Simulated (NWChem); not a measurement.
# HfO₂ anion, doublet; SMILES of the neutral closed-shell parent [O]=[Hf]=[O]

```xyz
3

Hf     0.0000     0.0000     0.3636
O      1.5167     0.0000    -0.6729
O     -1.5167     0.0000    -0.6729
```
Atoms are numbered in this order, from 1.

Level: B3LYP/def2-SVPD with def2 effective core potentials on Hf, spin-unrestricted (NWChem), optimised geometry, unscaled harmonic frequencies. In the optimisation the excess spin sits in a1 (C2v, its own frame). The spin multiplicity was typed, not searched, and may not be the lowest. def2 effective core potentials on Hf; no spin-orbit coupling.

```tsv
frequency (cm⁻¹)	IR intensity (km/mol)
259	11.1
758	317.6
836	108.5
```

zero-point energy: 2.6 kcal/mol
thermal correction to the enthalpy at 298.15 K (with zero-point energy): 5.4 kcal/mol
heat capacity Cv: 9.0 cal/(mol K)
entropy at 298.15 K and 1 atm (symmetry number 2, electronic part: spin degeneracy alone): 67.8 cal/(mol K)

Rigid rotor and harmonic oscillator.
